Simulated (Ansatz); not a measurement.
Cost and result for the atomization energy of C2H6AlNO, SMILES `C[O][Al]1[CH2][NH]1` (11 atoms, 11 bonds).

Z-matrix (Å, degrees):
```
C
O 1 1.397
H 1 1.094 2 109.8
H 1 1.094 2 110.0 3 118.9
H 1 1.095 2 112.3 3 -120.5
Al 2 1.663 1 143.1 3 124.4
N 6 1.716 2 149.1 1 -0.2
C 6 1.900 2 161.3 1 179.9
H 7 1.004 6 168.4 2 -0.1
H 8 1.093 6 123.1 2 -78.7
H 8 1.093 6 123.1 2 78.6
```

Charge 0, multiplicity 1. The structure was optimised at the PBE0-D4/def2-TZVP level. It is one conformer, not always the lowest. Program: Ansatz. All runs use 4 threads of an Arm Neoverse V2 on a shared host. Times are those of one run each, without the atoms' runs, and a repeat can differ threefold. Electronic energies, without spin–orbit coupling; frozen cores. CCSD(T)/CBS adds CCSD(T) − MP2 in def2-TZVPP to the MP2 limit, and its time is that of the two runs behind it. T1 = 0.013. B3LYP takes the VWN-RPA correlation (the form of Gaussian; ORCA's B3LYP/G).

CCSD(T)/CBS is a level of theory with its own doubt, some kJ/mol a heavy atom from the limit and from the frozen cores, so smaller differences don't rank the functionals.

| level | functions | wall time | atomization (kcal/mol) | difference from CCSD(T)/CBS | per bond |
| --- | --- | --- | --- | --- | --- |
| PBE-D4/def2-TZVPP (with forces) | 250 | 1.8 s | 988.2 | 21.6 | 2.0 |
| PBE0-D4/def2-TZVPP | 250 | 2 s | 965.7 | -0.9 | -0.1 |
| B3LYP-D4/def2-TZVPP (with forces) | 250 | 3 s | 966.0 | -0.6 | -0.1 |
| r2SCAN-D4/def2-TZVPP (with forces) | 250 | 3.4 s | 967.5 | 0.9 | 0.1 |
| B2PLYP/def2-TZVPP | 250 | 3.7 s | 956.8 | -9.8 | -0.9 |
| ωB97X-V/def2-TZVPP | 250 | 5.5 s | 968.8 | 2.2 | 0.2 |
| ωB97M-V/def2-TZVPP (with forces) | 250 | 7.5 s | 969.5 | 2.9 | 0.3 |
| MP2/def2-QZVPP | 478 | 14 s | 975.3 | 8.7 | 0.8 |
| CCSD(T)/def2-TZVPP | 250 | 91 s | 937.7 | -28.9 | -2.6 |
| CCSD(T)/CBS(def2) | – | 100 s | 966.6 | 0.0 | 0.0 |

The D4 term adds +6.8 kcal/mol with B3LYP and +3.5 kcal/mol with PBE0; it sums over pairs of atoms, weighted by their polarisabilities, and B3LYP, whose exchange is more repulsive, gets the larger term. In def2-TZVPP, CCSD(T) changes the Hartree–Fock value by +266.5 kcal/mol (the triples alone add +16.1 kcal/mol) and MP2 by +286.8 kcal/mol; breaking electron pairs costs correlation energy, which Hartree–Fock lacks. From PBE to PBE0 (25 % exact exchange), in def2-TZVPP and without D4, the atomization energy moves by −21.8 kcal/mol: exact exchange takes away binding that semilocal exchange gives to molecules.
